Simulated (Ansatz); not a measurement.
# Molecular dynamics of CH₇GaO

The input (input.yaml):

```yaml
crystal:
  periodic: [false, false, false]
  atoms:
    - { symbol: Ga, position_ang: [-0.130891, -0.113001, -0.18712] }
    - { symbol: H, position_ang: [-0.148329, -0.212315, 1.6844] }
    - { symbol: H, position_ang: [1.13226, 0.715804, -0.612251] }
    - { symbol: H, position_ang: [-1.630537, -0.043595, -0.663666] }
    - { symbol: O, position_ang: [0.396359, -1.95836, 0.387114] }
    - { symbol: C, position_ang: [-0.421921, -3.107113, 0.164436] }
    - { symbol: H, position_ang: [-0.024284, -3.964258, 0.749299] }
    - { symbol: H, position_ang: [-1.485432, -2.946837, 0.461747] }
    - { symbol: H, position_ang: [-0.40948, -3.391747, -0.91141] }
    - { symbol: H, position_ang: [0.090354, -1.127779, 1.394851] }
basis:
  gaussian: { orbitals: def2-SVP }
hamiltonian:
  xc: blyp
md:
  timestep: 0.5
  n_steps: 200
  ensemble: nve
  temperature: 300.0
  initial_velocities: maxwell_boltzmann
  seed: 4217
```

Launched with:

```bash
$ ansatz run input.yaml --threads 2 --pin off --max-ram 3072MiB --backend cpu --events-out ev --progress --plain --runs-dir out
```

It starts at the highest image of a converged band. Of that band: The profile has 3 maxima (images 1, 3, 5) with wells between them (images 2, 4): this band takes more than one step, which may be the mechanism or a detour left from its start path. A vibrational analysis at the climbing image gives one clearly imaginary mode, 1054i cm⁻¹: a first-order saddle point.

Output, in part (one step line in 4, the closing report, with atoms numbered from 0):

```
md step     0: t =     0.00 fs  T =   300.0 K  F+E_penalty+E_count = -55565.86239741 eV  E_kin = 0.310224 eV  conserved = -55565.55217341 eV  (25 SCF iters)
md step     4: t =     2.00 fs  T =   230.9 K  F+E_penalty+E_count = -55565.79038622 eV  E_kin = 0.238726 eV  conserved = -55565.55166065 eV  (29 SCF iters)
md step     8: t =     4.00 fs  T =   144.3 K  F+E_penalty+E_count = -55565.70020957 eV  E_kin = 0.149181 eV  conserved = -55565.55102836 eV  (30 SCF iters)
md step    12: t =     6.00 fs  T =   156.1 K  F+E_penalty+E_count = -55565.71316236 eV  E_kin = 0.161462 eV  conserved = -55565.55170026 eV  (31 SCF iters)
md step    16: t =     8.00 fs  T =   156.8 K  F+E_penalty+E_count = -55565.71370376 eV  E_kin = 0.162171 eV  conserved = -55565.55153226 eV  (28 SCF iters)
md step    20: t =    10.00 fs  T =   151.4 K  F+E_penalty+E_count = -55565.70780212 eV  E_kin = 0.156516 eV  conserved = -55565.55128620 eV  (30 SCF iters)
md step    24: t =    12.00 fs  T =   189.2 K  F+E_penalty+E_count = -55565.74678180 eV  E_kin = 0.195599 eV  conserved = -55565.55118291 eV  (30 SCF iters)
md step    28: t =    14.00 fs  T =   298.0 K  F+E_penalty+E_count = -55565.85956012 eV  E_kin = 0.308166 eV  conserved = -55565.55139402 eV  (30 SCF iters)
md step    32: t =    16.00 fs  T =   422.8 K  F+E_penalty+E_count = -55565.98998060 eV  E_kin = 0.437190 eV  conserved = -55565.55279061 eV  (30 SCF iters)
md step    36: t =    18.00 fs  T =   516.5 K  F+E_penalty+E_count = -55566.08522463 eV  E_kin = 0.534124 eV  conserved = -55565.55110044 eV  (28 SCF iters)
md step    40: t =    20.00 fs  T =   683.4 K  F+E_penalty+E_count = -55566.26095796 eV  E_kin = 0.706686 eV  conserved = -55565.55427213 eV  (28 SCF iters)
md step    44: t =    22.00 fs  T =   527.2 K  F+E_penalty+E_count = -55566.09615863 eV  E_kin = 0.545201 eV  conserved = -55565.55095813 eV  (28 SCF iters)
md step    48: t =    24.00 fs  T =   612.9 K  F+E_penalty+E_count = -55566.18547725 eV  E_kin = 0.633816 eV  conserved = -55565.55166147 eV  (28 SCF iters)
md step    52: t =    26.00 fs  T =   787.1 K  F+E_penalty+E_count = -55566.36756709 eV  E_kin = 0.813944 eV  conserved = -55565.55362333 eV  (28 SCF iters)
md step    56: t =    28.00 fs  T =   887.6 K  F+E_penalty+E_count = -55566.47118187 eV  E_kin = 0.917813 eV  conserved = -55565.55336885 eV  (28 SCF iters)
md step    60: t =    30.00 fs  T =   864.9 K  F+E_penalty+E_count = -55566.44720823 eV  E_kin = 0.894344 eV  conserved = -55565.55286459 eV  (29 SCF iters)
md step    64: t =    32.00 fs  T =   697.2 K  F+E_penalty+E_count = -55566.27146085 eV  E_kin = 0.720911 eV  conserved = -55565.55054974 eV  (29 SCF iters)
md step    68: t =    34.00 fs  T =   821.5 K  F+E_penalty+E_count = -55566.40323195 eV  E_kin = 0.849484 eV  conserved = -55565.55374768 eV  (28 SCF iters)
md step    72: t =    36.00 fs  T =   749.9 K  F+E_penalty+E_count = -55566.32564676 eV  E_kin = 0.775485 eV  conserved = -55565.55016153 eV  (28 SCF iters)
md step    76: t =    38.00 fs  T =   902.9 K  F+E_penalty+E_count = -55566.48879537 eV  E_kin = 0.933681 eV  conserved = -55565.55511472 eV  (28 SCF iters)
md step    80: t =    40.00 fs  T =   741.3 K  F+E_penalty+E_count = -55566.31887691 eV  E_kin = 0.766599 eV  conserved = -55565.55227790 eV  (28 SCF iters)
md step    84: t =    42.00 fs  T =   572.8 K  F+E_penalty+E_count = -55566.14283594 eV  E_kin = 0.592357 eV  conserved = -55565.55047897 eV  (28 SCF iters)
md step    88: t =    44.00 fs  T =   717.6 K  F+E_penalty+E_count = -55566.29672841 eV  E_kin = 0.742072 eV  conserved = -55565.55465678 eV  (28 SCF iters)
md step    92: t =    46.00 fs  T =   688.9 K  F+E_penalty+E_count = -55566.26388758 eV  E_kin = 0.712358 eV  conserved = -55565.55152960 eV  (28 SCF iters)
md step    96: t =    48.00 fs  T =   652.7 K  F+E_penalty+E_count = -55566.22862851 eV  E_kin = 0.674969 eV  conserved = -55565.55365992 eV  (28 SCF iters)
md step   100: t =    50.00 fs  T =   404.5 K  F+E_penalty+E_count = -55565.96850325 eV  E_kin = 0.418287 eV  conserved = -55565.55021660 eV  (29 SCF iters)
md step   104: t =    52.00 fs  T =   515.6 K  F+E_penalty+E_count = -55566.08568635 eV  E_kin = 0.533141 eV  conserved = -55565.55254509 eV  (28 SCF iters)
md step   108: t =    54.00 fs  T =   595.2 K  F+E_penalty+E_count = -55566.16709457 eV  E_kin = 0.615532 eV  conserved = -55565.55156251 eV  (28 SCF iters)
md step   112: t =    56.00 fs  T =   797.6 K  F+E_penalty+E_count = -55566.37969765 eV  E_kin = 0.824795 eV  conserved = -55565.55490249 eV  (28 SCF iters)
md step   116: t =    58.00 fs  T =   709.7 K  F+E_penalty+E_count = -55566.28675368 eV  E_kin = 0.733859 eV  conserved = -55565.55289423 eV  (28 SCF iters)
md step   120: t =    60.00 fs  T =   473.6 K  F+E_penalty+E_count = -55566.04009381 eV  E_kin = 0.489692 eV  conserved = -55565.55040144 eV  (28 SCF iters)
md step   124: t =    62.00 fs  T =   573.8 K  F+E_penalty+E_count = -55566.14766326 eV  E_kin = 0.593393 eV  conserved = -55565.55427015 eV  (28 SCF iters)
md step   128: t =    64.00 fs  T =   570.7 K  F+E_penalty+E_count = -55566.14058311 eV  E_kin = 0.590192 eV  conserved = -55565.55039149 eV  (28 SCF iters)
md step   132: t =    66.00 fs  T =   699.4 K  F+E_penalty+E_count = -55566.27790573 eV  E_kin = 0.723190 eV  conserved = -55565.55471610 eV  (28 SCF iters)
md step   136: t =    68.00 fs  T =   487.8 K  F+E_penalty+E_count = -55566.05516711 eV  E_kin = 0.504445 eV  conserved = -55565.55072210 eV  (28 SCF iters)
md step   140: t =    70.00 fs  T =   528.5 K  F+E_penalty+E_count = -55566.09846254 eV  E_kin = 0.546470 eV  conserved = -55565.55199278 eV  (29 SCF iters)
md step   144: t =    72.00 fs  T =   594.9 K  F+E_penalty+E_count = -55566.16831984 eV  E_kin = 0.615222 eV  conserved = -55565.55309771 eV  (28 SCF iters)
md step   148: t =    74.00 fs  T =   649.9 K  F+E_penalty+E_count = -55566.22459006 eV  E_kin = 0.672098 eV  conserved = -55565.55249181 eV  (28 SCF iters)
md step   152: t =    76.00 fs  T =   703.9 K  F+E_penalty+E_count = -55566.28137035 eV  E_kin = 0.727848 eV  conserved = -55565.55352268 eV  (28 SCF iters)
md step   156: t =    78.00 fs  T =   509.6 K  F+E_penalty+E_count = -55566.07805295 eV  E_kin = 0.526995 eV  conserved = -55565.55105748 eV  (28 SCF iters)
md step   160: t =    80.00 fs  T =   574.6 K  F+E_penalty+E_count = -55566.14692745 eV  E_kin = 0.594168 eV  conserved = -55565.55275932 eV  (28 SCF iters)
md step   164: t =    82.00 fs  T =   626.1 K  F+E_penalty+E_count = -55566.19900414 eV  E_kin = 0.647485 eV  conserved = -55565.55151908 eV  (28 SCF iters)
md step   168: t =    84.00 fs  T =   714.0 K  F+E_penalty+E_count = -55566.29335122 eV  E_kin = 0.738287 eV  conserved = -55565.55506414 eV  (28 SCF iters)
md step   172: t =    86.00 fs  T =   453.6 K  F+E_penalty+E_count = -55566.02044032 eV  E_kin = 0.469035 eV  conserved = -55565.55140572 eV  (28 SCF iters)
md step   176: t =    88.00 fs  T =   294.6 K  F+E_penalty+E_count = -55565.85537580 eV  E_kin = 0.304615 eV  conserved = -55565.55076071 eV  (29 SCF iters)
md step   180: t =    90.00 fs  T =   377.3 K  F+E_penalty+E_count = -55565.94435627 eV  E_kin = 0.390147 eV  conserved = -55565.55420960 eV  (28 SCF iters)
md step   184: t =    92.00 fs  T =   328.9 K  F+E_penalty+E_count = -55565.88993444 eV  E_kin = 0.340069 eV  conserved = -55565.54986526 eV  (28 SCF iters)
md step   188: t =    94.00 fs  T =   515.9 K  F+E_penalty+E_count = -55566.08855259 eV  E_kin = 0.533514 eV  conserved = -55565.55503840 eV  (28 SCF iters)
md step   192: t =    96.00 fs  T =   295.2 K  F+E_penalty+E_count = -55565.85619848 eV  E_kin = 0.305226 eV  conserved = -55565.55097217 eV  (27 SCF iters)
md step   196: t =    98.00 fs  T =   333.0 K  F+E_penalty+E_count = -55565.89595234 eV  E_kin = 0.344390 eV  conserved = -55565.55156252 eV  (28 SCF iters)
md step   200: t =   100.00 fs  T =   494.5 K  F+E_penalty+E_count = -55566.06531421 eV  E_kin = 0.511314 eV  conserved = -55565.55400050 eV  (26 SCF iters)
Total energy: -55566.06565878 eV, -2042.0152489282 hartree
Atom 0 at    -0.161927     0.136024    -0.248989 Å, force    -0.531243    -0.584608    -1.249463 eV/Å
Atom 1 at     0.381115     0.507502     1.096731 Å, force     0.342548     0.496744     1.147712 eV/Å
Atom 2 at     0.906129    -0.439116    -1.318921 Å, force    -0.192598     0.030239     0.129597 eV/Å
Atom 3 at    -1.685702     0.328735    -0.754534 Å, force     0.404113    -0.060118     0.205353 eV/Å
Atom 4 at     0.369302    -2.608332     0.932187 Å, force    -1.979212    -0.817542     1.164611 eV/Å
Atom 5 at    -0.331693    -3.515081     0.058857 Å, force     0.098172     0.428794     0.300703 eV/Å
Atom 6 at    -0.089789    -4.554934     0.310002 Å, force     0.110826    -0.467512     0.084094 eV/Å
Atom 7 at    -1.400922    -3.345400     0.236122 Å, force    -0.457014    -0.177352    -0.164604 eV/Å
Atom 8 at    -0.098679    -3.339033    -1.006446 Å, force    -0.027998     0.026432    -0.179077 eV/Å
Atom 9 at     1.013491    -2.175875     0.426116 Å, force     2.232406     1.124923    -1.438925 eV/Å
Dipole moment:     0.045707    -0.172653    -0.208575 e Å
```

The run went to its last step. The conserved energy stayed within 0.36 meV per atom of its start (net change -0.18 meV per atom), so the integration is sound. The kinetic energy rose, since the run started high on the potential surface and went downhill. It ends in pieces (CH4O + GaH3), so much of that is their flight and rotation, not heat. A run of 0.1 ps of so small a system gives no equilibrium averages. The orbitals stay closed-shell, which can raise the energy where a bond breaks towards radicals; this wasn't checked here.

Between its relaxed ends the band would form H2–H10 and break Ga1–H2, O5–H10. These pairs go: H2–H10 0.99 → 2.84 Å, Ga1–H2 1.87 → 1.50 Å, O5–H10 1.34 → 0.93 Å. In the last frame they stand as before the step (other bonds may differ from the relaxed reactants and products). Also parted: Ga1–O5 2.00 → 3.03 Å, Ga1–H10 1.89 → 2.68 Å. It ends as CH4O + GaH3. Pairs count as bonded within 1.25 times the sum of covalent radii (0.12 Å more for H–H).

Last frame:

```xyz
10
Properties=species:S:1:pos:R:3
Ga -0.162 0.136 -0.249
H 0.381 0.507 1.097
H 0.906 -0.439 -1.319
H -1.686 0.329 -0.754
O 0.369 -2.608 0.932
C -0.332 -3.515 0.059
H -0.090 -4.555 0.310
H -1.401 -3.345 0.236
H -0.099 -3.339 -1.006
H 1.014 -2.176 0.426
```

Time of the run: 5.3 min on 2 threads of Arm Neoverse V1 (shared host), peak memory 0.13 GiB.
